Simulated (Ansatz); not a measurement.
The Cd1–H2 bond of CdFH (SMILES [F][CdH]) is stretched (multiplicity 1, the rest rigid).
Geometry at rest (charge 0, multiplicity 1):
```xyz
3

Cd     0.000     0.000    -0.275
H      0.000     0.000    -1.910
F      0.000     0.000     1.678
```

Cores are frozen in the correlated methods.

Codes used: Ansatz (a program for electronic structure) with Gaussian orbitals. Each number belongs to the level named beside it. In def2 rows elements past Kr take small-core potentials, without spin–orbit coupling.

FIC-MRCISD+Q on CASSCF(2,2)/def2-TZVPP, total energies (hartree):

```csv
R (Å),CASSCF,MRCISD,weight c² of the reference
1.635,-266.947034,-267.554292,0.90909
2.861,-266.876952,-267.469189,0.91207
5.232,-266.849206,-267.441240,0.91261
```

Add the Davidson correction (E_MRCISD − E_CASSCF)(1 − c²)/c² and give the energies above the first point at the three levels.


Corrections (hartree): -0.060728, -0.057098, -0.056692. Above the first point (kcal/mol):
- R = 2.861 Å: CASSCF 44.0, MRCISD 53.4, with the correction 55.7
- R = 5.232 Å: CASSCF 61.4, MRCISD 70.9, with the correction 73.5
